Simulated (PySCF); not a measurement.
Isomers of C6H10SSi, mass 142.027 u with the commonest isotopes. Computed with PBE0/pcSseg-1 in PySCF (dipole) on a GFN2-xTB geometry, gas phase. One conformer each, none proved a minimum here; rigid rotors.

Problem. Order these by rotational constant A, largest first.
A. `[CH:1]#[C:2][SiH2:3]/[C:4]([CH3:5])=[CH:6]\[S:7][CH3:8]` with C2–Si3–C4–C5 -13°, C4–C6–S7–C8 -179°
B. `[CH2:1]=[CH:2][CH2:3][C:4](=[C:5]=[S:6])[SiH2:7][CH3:8]` with C1–C2–C3–C4 -108°, C2–C3–C4–C5 -97°, C3–C4–Si7–C8 -91°
C. `[CH:1]1=[C:2]([CH:3]2[CH2:4][CH2:5][CH2:6]2)[S:7][SiH2:8]1` with C1–C2–C3–C4 132°, C2–C3–C4–C5 133°, C3–C4–C5–C6 -14°, C4–C5–C6–C3 14°, C1–C2–S7–Si8 0°
D. `[CH:1]#[C:2][CH2:3][C@H:4]1[CH2:5][CH2:6][S:7][SiH2:8]1` with C2–C3–C4–C5 -62°, C3–C4–C5–C6 172°, C4–C5–C6–S7 -53°, C5–C6–S7–Si8 31°, C6–S7–Si8–C4 -5°

Solution. C (3798 MHz), A (3643 MHz), D (2424 MHz), B (1697 MHz).

Problem. Order these by dipole moment, smallest first.
A. `[CH:1]#[C:2][CH2:3][C@H:4]1[CH2:5][CH2:6][S:7][SiH2:8]1` with C2–C3–C4–C5 -62°, C3–C4–C5–C6 172°, C4–C5–C6–S7 -53°, C5–C6–S7–Si8 31°, C6–S7–Si8–C4 -5°
B. `[CH:1]1=[C:2]([CH:3]2[CH2:4][CH2:5][CH2:6]2)[S:7][SiH2:8]1` with C1–C2–C3–C4 132°, C2–C3–C4–C5 133°, C3–C4–C5–C6 -14°, C4–C5–C6–C3 14°, C1–C2–S7–Si8 0°
C. `[CH2:1]=[CH:2][CH2:3][C:4](=[C:5]=[S:6])[SiH2:7][CH3:8]` with C1–C2–C3–C4 -108°, C2–C3–C4–C5 -97°, C3–C4–Si7–C8 -91°
D. `[CH:1]#[C:2][SiH2:3]/[C:4]([CH3:5])=[CH:6]\[S:7][CH3:8]` with C2–Si3–C4–C5 -13°, C4–C6–S7–C8 -179°

Solution. B (1.60 D), C (1.89 D), D (2.10 D), A (2.40 D).

Problem. Order these by out-of-plane moment Σ m c² = (Ia + Ib − Ic)/2, largest first.
A. `[CH:1]1=[C:2]([CH:3]2[CH2:4][CH2:5][CH2:6]2)[S:7][SiH2:8]1` with C1–C2–C3–C4 132°, C2–C3–C4–C5 133°, C3–C4–C5–C6 -14°, C4–C5–C6–C3 14°, C1–C2–S7–Si8 0°
B. `[CH:1]#[C:2][SiH2:3]/[C:4]([CH3:5])=[CH:6]\[S:7][CH3:8]` with C2–Si3–C4–C5 -13°, C4–C6–S7–C8 -179°
C. `[CH2:1]=[CH:2][CH2:3][C:4](=[C:5]=[S:6])[SiH2:7][CH3:8]` with C1–C2–C3–C4 -108°, C2–C3–C4–C5 -97°, C3–C4–Si7–C8 -91°
D. `[CH:1]#[C:2][CH2:3][C@H:4]1[CH2:5][CH2:6][S:7][SiH2:8]1` with C2–C3–C4–C5 -62°, C3–C4–C5–C6 172°, C4–C5–C6–S7 -53°, C5–C6–S7–Si8 31°, C6–S7–Si8–C4 -5°

Solution. D (83.81 u·Å²), C (62.19 u·Å²), A (42.43 u·Å²), B (9.03 u·Å²).

```tsv
SMILES	point group	Ia (u·Å²)	Ib (u·Å²)	Ic (u·Å²)	κ	μa (D)	μb (D)	μc (D)
C#CC[C@H]1CCS[SiH2]1	C1	208.49	513.54	554.40	-0.90	1.51	1.38	1.26
C1=C(C2CCC2)S[SiH2]1	near Cs	133.08	590.50	638.72	-0.96	0.37	1.56	0.01
C#C[SiH2]/C(C)=C\SC	C1	138.74	784.05	904.73	-0.94	1.21	1.71	0.18
C=CCC(=C=S)[SiH2]C	C1	297.86	554.14	727.62	-0.57	1.87	0.21	0.11
```
